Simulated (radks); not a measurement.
The numbers below are computed, except where a source is named.
Q: Bi45+, 38 electrons, occupied as [Kr] 4d2. Code: a radial shooting solver on a logarithmic mesh with Libxc functionals. Model: scalar-relativistic Kohn-Sham, PBE, spin-polarised, spherical densities, finite nucleus; open shells are filled with parallel spins first (spin-orbit coupling, left out, can overturn this in heavy ions); Fermi nuclear charge, rms radius 5.5211 fm. Some entries of the table are withheld. Estimate them.

| orbital | occ. | eigenvalue (hartree) | <r> (bohr) |
|---|---|---|---|
| 1s up | 1 | -3410.993 | 0.01580 |
| 1s down | 1 | -3410.992 | 0.01580 |
| 2s up | 1 | -679.3099 | 0.06645 |
| 2s down | 1 | -679.2094 | 0.06645 |
| 2p up | 3 | -593.0572 | 0.06050 |
| 2p down | 3 | -592.9737 | 0.06050 |
| 3s up | 1 | -222.7487 | 0.1697 |
| 3s down | 1 | -222.6977 | 0.1697 |
| 3p up | 3 | -197.9704 | 0.1712 |
| 3p down | 3 | -197.9132 | 0.1712 |
| 3d up | 5 | -173.7246 | 0.1546 |
| 3d down | 5 | -173.6394 | 0.1546 |
| 4s up | 1 | (1) | 0.3431 |
| 4s down | 1 | (2) | 0.3432 |
| 4p up | 3 | -93.18014 | 0.3556 |
| 4p down | 3 | -92.91385 | 0.3557 |
| 4d up | 2 | -83.60076 | 0.3531 |
| 4d down | 0 | -83.33513 | 0.3533 |

A: 
(1) 4s up eigenvalue (hartree): -102.3163
(2) 4s down eigenvalue (hartree): -102.0456
